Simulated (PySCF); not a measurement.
A structure optimised at PBE-D3(BJ)/def2-SVP, used in a PySCF frequency run:

```xyz
9

Mn     0.0948    -0.1029     0.0983
O      1.3545    -0.8368    -0.4648
O      0.4037     0.4880     1.5272
O     -1.1816     0.1605    -1.1993
H     -1.0496     1.1159    -1.4139
O     -1.0355    -1.4115     0.5226
H     -1.7664    -1.3871    -0.1360
O      0.4253     1.6797    -0.5298
H      0.7146     2.2057     0.2464
```
Charge 0, spin multiplicity 1.

**Question.** Write its SMILES and formula.

**Answer.** [O]=[Mn](=[O])([OH])([OH])[OH], H₃MnO₅

**Question.** What are its rotational constants (standard atomic weights)?

**Answer.** 3.5347, 3.0243, 2.5058 GHz
